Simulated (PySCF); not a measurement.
## Correlation energy of Ar⁺ (argon, charge +1)

[Ne] 3s2 3p5, 2P determinant. Calculation: PySCF 2.14, in def2-TZVP (5s5p2d1f, 37 functions); no relativity, point nucleus. Frozen: [Ne]; 7 electrons correlated.

MP2 pair energies summed by pair of shells (mhartree):

```json
{"pair": "3p-3p", "energy": "-103.45", "share (%)": "63.7"}
{"pair": "3s-3p", "energy": "-50.33", "share (%)": "31.0"}
{"pair": "3s-3s", "energy": "-8.71", "share (%)": "5.4"}
```

Total MP2 correlation energy: -162.49 mhartree.

Same-spin part -37.79 and opposite-spin part -124.70 mhartree; SCS-MP2 scales them by 1/3 and 6/5 to -162.24 mhartree.

```json
{"level": "CCSD", "correlation energy (mhartree)": "-188.31"}
{"level": "(T)", "correlation energy (mhartree)": "-5.28"}
{"level": "CCSD(T)", "correlation energy (mhartree)": "-193.59"}
```

Diagnostics: T1 = 0.0064, D1 = 0.0219, largest double amplitude 0.054.

Q: Is a single reference adequate?

A: Yes: T1 lies below 0.03 and no double amplitude reaches 0.07.
